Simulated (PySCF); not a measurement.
C5H5F4O (doublet state).
Numbering: `[CH3:1][O:2]/[CH:3]=[C:4](/[CH:5][F:6])[C:7]([F:8])([F:9])[F:10]` (hydrogens: H11, H12, H13 on C1; H14 on C3; H15 on C5)

Structure used (GFN2-xTB), in Å, numbered top down from 1:
```
atom  x, y, z in Å
C1     2.5780   -0.0718    0.4293
O2     1.2976   -0.3287   -0.0997
C3     0.2848    0.3994    0.3847
C4    -1.0171    0.1784   -0.0435
C5    -2.1070    0.9045    0.3759
F6    -1.9456    1.9041    1.2545
C7    -1.2435   -0.9308   -1.0372
F8    -0.8176   -2.1186   -0.5826
F9    -2.5390   -1.0932   -1.3462
F10   -0.6064   -0.7160   -2.1977
H11    3.2780   -0.6448   -0.1755
H12    2.6421   -0.4007    1.4712
H13    2.8254    0.9920    0.3725
H14    0.4907    1.1761    1.1086
H15   -3.1247    0.7580    0.0638
```

The hyperfine couplings belong to this conformer and change with its torsions.

Computed with PySCF, UKS B3LYP, pcH-1 on C F H O, non-relativistic, mean-field spin-orbit, GIAO. Isolated species at its GFN2-xTB geometry (one conformer only). Couplings are sensitive to structure, and on GFN2-xTB geometries they can be far from those on DFT ones. No stability test was run, so a lower SCF solution isn't excluded. ⟨S²⟩ is 0.774 where a pure state has 0.75.

Principal values of hyperfine tensors in MHz (contact and dipolar terms together), for some of the nuclei:

```
atom  isotope      A1      A2      A3
  F6      19F  -69.38  -39.01  347.13
  C5      13C    7.65   10.74  162.86
  C3      13C    1.93    2.57  147.35
  C4      13C  -75.84  -37.38  -32.05
 H15       1H  -69.08  -45.71  -19.75
 H14       1H  -60.54  -41.99  -18.74
  O2      17O  -70.91    7.84    9.75
  F8      19F  -29.87   -9.13   -7.33
```

**Question.** Split each tensor into its isotropic and traceless parts, and turn a_iso into mT with g = 2.0037.

**Answer.** a_iso = (A1 + A2 + A3)/3, Ti = Ai − a_iso; 1 mT corresponds to 28.044 MHz.

```json
{"atom": "F6", "a_iso (MHz)": "79.58", "a_iso (mT)": "2.838", "T1": "-148.96", "T2": "-118.59", "T3": "267.56"}
{"atom": "C5", "a_iso (MHz)": "60.41", "a_iso (mT)": "2.154", "T1": "-52.77", "T2": "-49.68", "T3": "102.45"}
{"atom": "C3", "a_iso (MHz)": "50.62", "a_iso (mT)": "1.805", "T1": "-48.69", "T2": "-48.04", "T3": "96.74"}
{"atom": "C4", "a_iso (MHz)": "-48.42", "a_iso (mT)": "-1.727", "T1": "-27.41", "T2": "11.04", "T3": "16.37"}
{"atom": "H15", "a_iso (MHz)": "-44.85", "a_iso (mT)": "-1.599", "T1": "-24.24", "T2": "-0.86", "T3": "25.10"}
{"atom": "H14", "a_iso (MHz)": "-40.42", "a_iso (mT)": "-1.441", "T1": "-20.12", "T2": "-1.57", "T3": "21.68"}
{"atom": "O2", "a_iso (MHz)": "-17.77", "a_iso (mT)": "-0.634", "T1": "-53.13", "T2": "25.61", "T3": "27.52"}
{"atom": "F8", "a_iso (MHz)": "-15.44", "a_iso (mT)": "-0.551", "T1": "-14.42", "T2": "6.31", "T3": "8.11"}
```

**Question.** What spin density at the nucleus of H15 lies behind its contact coupling (g_N = 5.58569)?

**Answer.** a_FC = (2μ0/3) gₑ μB g_N μN ρ(0)/(2S·h) = 800.24 MHz × g_N × ρ(0)/(2S), with ρ in bohr⁻³. With a_FC = -44.85 MHz and 2S = 1, ρ(0) = -0.01003 bohr⁻³. In magnitude that is 3.2 % of the 1/π = 0.318 of a free hydrogen atom.

**Question.** F10 (19F, g_N = 5.25774) isn't in the table. Its spin density at the nucleus is -0.004013 bohr⁻³. What is its contact coupling?

**Answer.** By the same relation, a_FC = -16.89 MHz. Its full tensor has the principal values -32.29, -10.04, -8.33 MHz.

**Question.** Which nucleus of the table has the largest anisotropic coupling, and what is its form?

**Answer.** F6: -149.0, -118.6, 267.6 MHz, rhombic: the two smaller values differ by 11 % of the largest.

**Question.** What first-order splitting does C3 cause when the field lies along A1, A2 or A3 of its tensor (g taken as isotropic, no quadrupole term)?

**Answer.** 2 lines (I = 1/2), spaced by |A_i|/(g × 13.996): 0.07, 0.09, 5.25 mT along the axes of A1, A2 and A3.
